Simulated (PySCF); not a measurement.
## Nuclear quadrupole coupling in `[SiH3]N[SiH]([SiH3])[SiH3]`

Species: H₁₁NSi₄.
Cartesian coordinates in Å at the GFN2-xTB level; atoms count from 1:
```
atom  x, y, z in Å
Si1    1.8122   -1.1110    1.0378
N2     1.1178   -0.8041   -0.5132
Si3   -0.3040    0.1387   -0.9153
Si4   -2.2105   -0.8840   -0.0667
Si5    0.0896    2.3362   -0.2916
H6     1.9869    0.1894    1.6832
H7     3.0839   -1.7877    0.7883
H8     0.9384   -1.9545    1.8650
H9     1.4041   -1.4525   -1.2274
H10   -0.2967    0.0256   -2.3949
H11   -2.2413   -0.8815    1.4012
H12   -2.4017   -2.2864   -0.4597
H13   -3.4234   -0.1812   -0.5014
H14    1.3066    2.9550   -0.8282
H15   -1.0209    3.1812   -0.7506
H16    0.1513    2.5259    1.1623
```

Field gradients from the PBE0/pcSseg-1 density (PySCF, non-relativistic), principal values in atomic units, ordered |Vxx| ≤ |Vyy| ≤ |Vzz|:

| atom | Vxx | Vyy | Vzz |
| --- | --- | --- | --- |
| N2 | 0.2377 | 0.5447 | -0.7824 |

Question: Find the asymmetry η = (Vxx − Vyy)/Vzz and the couplings χ = eQV/h (234.96 MHz × Q in barn × V in au), with Q(14N) = 0.02044 b.

Answer: 
```tsv
atom	environment	nucleus	η	χzz (MHz)	χxx (MHz)	χyy (MHz)
N2	nitrogen bridging silicon atoms	14N	0.39	-3.758	1.141	2.616
```

The tensor is traceless: Vxx + Vyy + Vzz = 0.

Question: What is Vzz at N2 in SI units (1 au = 9.71736 × 10²¹ V/m²)?

Answer: -0.7824 au = -7.603 × 10²¹ V/m².

Question: What couplings would deuterons (Q(2H) = 0.00286 b) have in place of the hydrogens, at this geometry?

Answer: 
```json
{"atom": "H6", "bonded to": "Si1", "bond length (Å)": "1.462", "Vzz (au)": "0.1613", "η": "0.05", "χzz (kHz)": "108"}
{"atom": "H7", "bonded to": "Si1", "bond length (Å)": "1.462", "Vzz (au)": "0.1619", "η": "0.04", "χzz (kHz)": "109"}
{"atom": "H8", "bonded to": "Si1", "bond length (Å)": "1.469", "Vzz (au)": "0.1557", "η": "0.03", "χzz (kHz)": "105"}
{"atom": "H9", "bonded to": "N2", "bond length (Å)": "1.006", "Vzz (au)": "0.4364", "η": "0.15", "χzz (kHz)": "293"}
{"atom": "H10", "bonded to": "Si3", "bond length (Å)": "1.484", "Vzz (au)": "0.1491", "η": "0.05", "χzz (kHz)": "100"}
{"atom": "H11", "bonded to": "Si4", "bond length (Å)": "1.468", "Vzz (au)": "0.1618", "η": "0.00", "χzz (kHz)": "109"}
{"atom": "H12", "bonded to": "Si4", "bond length (Å)": "1.469", "Vzz (au)": "0.1617", "η": "0.00", "χzz (kHz)": "109"}
{"atom": "H13", "bonded to": "Si4", "bond length (Å)": "1.468", "Vzz (au)": "0.1622", "η": "0.01", "χzz (kHz)": "109"}
{"atom": "H14", "bonded to": "Si5", "bond length (Å)": "1.467", "Vzz (au)": "0.1630", "η": "0.00", "χzz (kHz)": "110"}
{"atom": "H15", "bonded to": "Si5", "bond length (Å)": "1.469", "Vzz (au)": "0.1610", "η": "0.01", "χzz (kHz)": "108"}
{"atom": "H16", "bonded to": "Si5", "bond length (Å)": "1.468", "Vzz (au)": "0.1622", "η": "0.01", "χzz (kHz)": "109"}
```

Geometry: GFN2-xTB, one conformer, isolated molecule. GFN2-xTB bond lengths can be off by several hundredths of an ångström, more for odd bonds, and the gradients follow them. With a basis this small, the couplings can be 20 % off.
